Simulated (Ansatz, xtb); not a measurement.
**Two structures of CHAlBCl**

Structure X is a singlet given by its coordinates and structure Y is `[Al][CH]=BCl`, a singlet. Both are isolated molecules in the gas phase, relaxed with r2SCAN-D4/def2-SVP.

X (Å):

```xyz
5

C     0.0000    0.0000   -0.3326
Al    0.0000    0.0000    1.4177
B     0.0000    0.0000   -1.6932
Cl    0.0000    0.0000    3.4879
H     0.0000    0.0000   -2.8798
```

Close contacts (Å): C1–Al2 1.75, C1–B3 1.36, Al2–Cl4 2.07, B3–H5 1.19.

Y (Å):

```yaml
atoms:
  - { symbol: C, position_ang: [-0.6969, 0.5951, 0.3512] }
  - { symbol: Al, position_ang: [0.7432, 1.8343, 0.8683] }
  - { symbol: B, position_ang: [-0.7537, -0.5602, 1.0976] }
  - { symbol: Cl, position_ang: [-0.5627, -1.8556, 2.1778] }
  - { symbol: H, position_ang: [-1.2963, 0.9724, -0.4830] }
```

Quicker runs give these differences E(Y) − E(X): GFN2-xTB +23.7 kcal/mol; HF/STO-3G −10.3 kcal/mol (at GFN2-xTB geometries); r2SCAN-D4/def2-SVP//GFN2-xTB −8.1 kcal/mol.

Problem. Estimate which is lower in electronic energy at CCSD(T)/def2-TZVPP, and by roughly how much.

Solution. The CCSD(T)/def2-TZVPP calculation puts structure Y lower, by 7.6 kcal/mol.

Level by level:

```json
{"level": "GFN2-xTB", "geometry": "GFN2-xTB", "E(Y) − E(X) (kcal/mol)": "+23.7", "departure from the last row (kcal/mol)": "+31.3", "job, with rough time for the two": "optimisation, 0.19 s"}
{"level": "HF/STO-3G", "geometry": "GFN2-xTB", "E(Y) − E(X) (kcal/mol)": "−10.3", "departure from the last row (kcal/mol)": "−2.6", "job, with rough time for the two": "single point, 0.24 s"}
{"level": "r2SCAN-D4/def2-SVP//GFN2-xTB", "geometry": "GFN2-xTB", "E(Y) − E(X) (kcal/mol)": "−8.1", "departure from the last row (kcal/mol)": "−0.5", "job, with rough time for the two": "single point, 2.2 s"}
{"level": "r2SCAN-D4/def2-SVP", "geometry": "r2SCAN-D4/def2-SVP", "E(Y) − E(X) (kcal/mol)": "−6.2", "departure from the last row (kcal/mol)": "+1.4", "job, with rough time for the two": "optimisation, 36 s"}
{"level": "HF/def2-TZVPP", "geometry": "r2SCAN-D4/def2-SVP", "E(Y) − E(X) (kcal/mol)": "−6.6", "departure from the last row (kcal/mol)": "+1.1", "job, with rough time for the two": "part of the CCSD(T) run"}
{"level": "MP2/def2-TZVPP", "geometry": "r2SCAN-D4/def2-SVP", "E(Y) − E(X) (kcal/mol)": "−3.4", "departure from the last row (kcal/mol)": "+4.3", "job, with rough time for the two": "part of the CCSD(T) run"}
{"level": "CCSD(T)/def2-TZVPP", "geometry": "r2SCAN-D4/def2-SVP", "E(Y) − E(X) (kcal/mol)": "−7.6", "departure from the last row (kcal/mol)": "", "job, with rough time for the two": "single point, 35 s"}
```

GFN2-xTB puts the two in the other order. The largest departure from CCSD(T)/def2-TZVPP is that of GFN2-xTB, 31.3 kcal/mol.

With harmonic frequencies from r2SCAN-D4/def2-SVP (ideal gas, rigid rotor, one conformer each, 600 K, 1 atm): on the last row, ΔE + ΔZPE = −7.3, ΔH = −7.9, ΔG = −8.7 kcal/mol.

The correlated steps freeze 12 core orbitals. Programs: Ansatz 0.2.0, xtb 6.7.1; the last row on 1 thread of Intel(R) Xeon(R) Platinum 8488C (Sapphire Rapids) on a shared host.
